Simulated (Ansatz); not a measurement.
Ga₂H⁻, relaxed as a quintet with UKS r2SCAN-D4/def2-TZVPD in Ansatz, starting from the r2SCAN-D4/def2-TZVPD geometry of the charge -1 singlet. Force threshold 0.02 eV/Å.

The highest occupied level of the charge -1 quintet lies above zero (up to 1.55 eV). The electron is either unbound and held by the finite basis, or the level is raised by self-interaction error. At r2SCAN-D4/def2-TZVPD a triplet of charge -1 lies 1.83 eV below the quintet, each at its own geometry. The structure comes from a short search, and lower isomers may exist.

Start:

```xyz
3

Ga   -0.2249   -0.2095    0.0271
Ga    0.9621    1.7390   -0.8801
H    -0.7372   -1.5294    0.8530
```

```csv
step,energy (eV),largest force component (eV/Å),SCF passes
1,-104769.3256,0.853,18
2,-104769.5985,0.545,28
3,-104769.7618,0.360,27
4,-104769.8035,0.052,23
5,-104769.8046,0.009,22
```

Force components are those of the run's own axes.

End:

```xyz
3

Ga   -0.624   -0.222   -0.251
Ga    1.030    1.555   -0.664
H    -0.406   -1.333    0.915
```

By distances, no bond broke or formed. The bond that changes most is Ga1–H3, from 1.64 to 1.63 Å (atoms count from 1).

No frequencies were taken in this run, so the end may be a saddle point.

Hardware: 4 threads of Arm Neoverse V2 on a shared host. Wall time 7.5 s.
